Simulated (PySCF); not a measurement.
Hf(Cl)2(OH) (Cl2HHfO), SMILES [Cl][Hf+]([OH])[Cl], charge +1, multiplicity 1.

Coordinates come from a PBE-D3(BJ)/def2-SVP optimisation. The multiplicity is an assumed one; other spin states were not compared. The isomer is the one that the SMILES or the coordinates give; other isomers of the formula were not compared. The def2 effective core potentials stand for the cores of Hf; spin–orbit coupling is left out. The values are those of a single conformer.

Computed with TDA-PBE/def2-SVPD (PySCF).

Vertical excitations. Isolated molecule, no solvent. State labels are in the subgroup Cs.

```tsv
state	symmetry	energy (eV)	λ (nm)	f	main pairs
S1	A"	3.65	340	0.002	HOMO→LUMO 99 %
S2	A"	4.03	308	0.015	HOMO−1→LUMO 96 %
S3	A'	4.09	303	0.007	HOMO−2→LUMO 97 %
S4	A'	4.58	271	0.003	HOMO−3→LUMO 91 %
S5	A'	4.72	262	0.001	HOMO→LUMO+1 98 %
S6	A"	4.91	252	0.002	HOMO−4→LUMO 93 %
S7	A"	5.08	244	0.004	HOMO→LUMO+2 63 %, HOMO−2→LUMO+1 31 %
S8	A'	5.19	239	0.001	HOMO−5→LUMO 83 %
S9	A'	5.25	236	0.019	HOMO−1→LUMO+1 75 %
S10	A"	5.25	236	0.012	HOMO−2→LUMO+1 47 %, HOMO−1→LUMO+2 34 %, HOMO→LUMO+2 9 %
T1	A"	3.59	346	0	HOMO→LUMO 100 %
T2	A"	3.87	321	0	HOMO−1→LUMO 99 %
T3	A'	3.95	314	0	HOMO−2→LUMO 95 %
T4	A'	4.27	290	0	HOMO−3→LUMO 92 %
```
Triplets are in the Tamm–Dancoff approximation.
